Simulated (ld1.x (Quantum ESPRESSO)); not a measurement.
## Before and after: PAW potential for W

ld1.x (Quantum ESPRESSO) 7.5 input, shortened:

```
&input
   title='W', zed=74., rel=1, dft='BP', iswitch=3,
   config='[Xe] 4f14 5d4 6s2 6p0'
 /
 &inputp
   pseudotype=3, lpaw=.true., tm=.true., lloc=-2, rcloc=2.50,
   nlcc=.false.,
   which_augfun='BESSEL', rmatch_augfun=2.00
 /
6
6S  1  0   2.00   0.00  1.95  2.50  0.0
6S  1  0   0.00   1.35  1.95  2.50  0.0
6P  2  1   0.00   0.00  3.30  3.60  0.0
6P  2  1   0.00   1.25  3.30  3.60  0.0
5D  3  2   4.00   0.00  1.85  2.25  0.0
5D  3  2   0.00   3.35  1.85  2.25  0.0
 &test
   configts(1)='5d4 6s2 6p0'
 /
```

All-electron outer shells of the reference configuration (BP86, scalar-relativistic, ld1.x):

```
shell  level (eV)  outermost node (bohr)  outermost maximum (bohr)
   5p      -43.33                   0.57                      1.09
   4f      -33.34                      –                      0.43
   6s       -5.87                   1.28                      2.64
   5d       -4.62                   0.63                      1.50
   6p       -1.44                   1.54                      3.75
```

Change: waves 5d (bound): rcut 1.85, rcutus 3.28 bohr; 5d channel at 3.35 Ry: rcut 1.85, rcutus 3.28 bohr.

Cutoffs: the cutoffs (Ry, on a coarse ladder) from which the occupation-weighted sum of valence levels, in a spherical-Bessel basis at the reference potential, stays within 10 and 1 mRy of its value at 400 Ry; they do not see the model core or the augmentation charge, which bear on the density cutoff. Errors are all-electron minus pseudo energies relative to the spin-unpolarised reference configuration.

Problem. What does the change do?

Solution. The potential gets softer (18 Ry and 30 Ry → 8 Ry and 12 Ry); of the 7 tests that both files solve, the error grows in 6 and shrinks in 0 by more than 15 % and 0.3 meV (median size 35.7 → 43.1 meV); the range in which the d phases agree narrows (upper end at the end of the scan → 0.4); neither file shows a bound ghost. A larger radius leaves more room for a smooth pseudo-wave, so fewer plane waves are needed. More of the atom is replaced by a form fitted at one configuration, so other configurations suffer.

| quantity | base | changed |
| --- | --- | --- |
| cutoff, loose | 18 Ry | 8 Ry |
| cutoff, tight | 30 Ry | 12 Ry |
| loose cutoff by channel (10 mRy a level) | s 6 Ry, d 18 Ry | s 6 Ry, d 8 Ry |
| bound ghosts | none | none |
| error for 5d4 6s1 6p0, meV [ΔE 9.06 eV] | -2.7 | -12 |
| error for 5d4 6s0 6p0, meV [ΔE 24.93 eV] | -9.2 | -68 |
| error for 5d3 6s0 6p0, meV [ΔE 50.45 eV] | -165 | -292 |
| error for 5d3 6s2 6p0, meV [ΔE 8.97 eV] | -40 | -54 |
| error for 5d4 6s0 6p2, meV [ΔE 9.33 eV] | -6.4 | -15 |
| error for 5d3 6s2 6p1, meV [ΔE 4.04 eV] | -37 | -43 |
| error for 5d5 6s0 6p0, meV [ΔE 9.91 eV] | -36 | -38 |
| s: phases at 3.92 bohr within 0.05 rad from the reference energy up to (Ry; the scan ends near 5) | 3.3 | 3.3 |
| p: phases at 3.92 bohr within 0.05 rad from the reference energy up to (Ry; the scan ends near 5) | 2.1 | 2.1 |
| d: phases at 3.92 bohr within 0.05 rad from the reference energy up to (Ry; the scan ends near 5) | to the end of the scan | 0.4 |
| lowest overlap eigenvalue by channel | s 0.51, p 0.56, d 0.86 | s 0.51, p 0.56, d 0.80 |
